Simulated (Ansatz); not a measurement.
`C[Se][GeH2][F]` + PH₃ → `C[Se]P` + `[F][GeH3]` at 700 K and 1 bar (ligand exchange at the Se–Ge bond).

Calculated with Ansatz (gas phase, PBE0-D4/def2-TZVP geometries, no zero-point term in ΔE). CCSD(T)/CBS is the MP2 limit (def2-TZVPP, def2-QZVPP) plus CCSD(T) − MP2 in def2-TZVPP, frozen cores. This one scheme is used for every species. For Ge, Se outer-core shells are correlated without core-valence functions, which leaves a few kJ/mol of doubt a bond. Scalar relativity is left out up to krypton. Each species was taken in one conformer, which may not be the lowest.

```
         species  CCSD(T)/CBS energy (Eh)  H − E (kJ/mol)  S (J/(mol·K))
`C[Se][GeH2][F]`              -4617.72550           219.8          467.9
             PH₃               -342.72256            91.5          248.3
        `C[Se]P`              -2782.70431           204.7          409.8
     `[F][GeH3]`              -2177.72589           105.3          308.2
```

H − E and S are ideal-gas, rigid-rotor, harmonic terms from PBE0-D4/def2-TZVP, for one conformer and one mirror image of each species. 1 Eh = 2625.50 kJ/mol, R = 8.31446 J/(mol·K).

Problem. By hand: ΔE, ΔH, ΔS and ΔG.

Solution. ΔE = (-2782.70431) + (-2177.72589) − (-4617.72550) − (-342.72256) = 0.01786 Eh = 46.9 kJ/mol. Δ(H − E) = 204.7 + 105.3 − 219.8 − 91.5 = -1.3, so ΔH = 45.6 kJ/mol. ΔS = 409.8 + 308.2 − 467.9 − 248.3 = 1.8 J/(mol·K). ΔG = 45.6 − 700 × (1.8)/1000 = 44.3 kJ/mol.

Problem. By hand: the equilibrium constant, and the temperature at which ΔG would vanish if ΔH and ΔS stayed fixed.

Solution. log₁₀ K = −ΔG/(RT ln 10) = -3.3. ΔG = 0 at ΔH/ΔS = 25333 K, far beyond where these terms or the molecules hold.

The number of gas molecules stays the same, so ΔS is small and ΔH decides. A doubt of 5 kJ/mol in ΔE shifts log₁₀ K by 0.4 here. Other conformers and mirror images would add mixing entropy, several J/(mol·K) or more a flexible species. Modes under 60 cm⁻¹, often nearly free rotors, make the harmonic entropy too high. These are equilibria of isolated gas molecules and say nothing of rates. Largest T1 diagnostic: 0.013 (customary marks: 0.02 for closed shells, 0.045 for open ones).
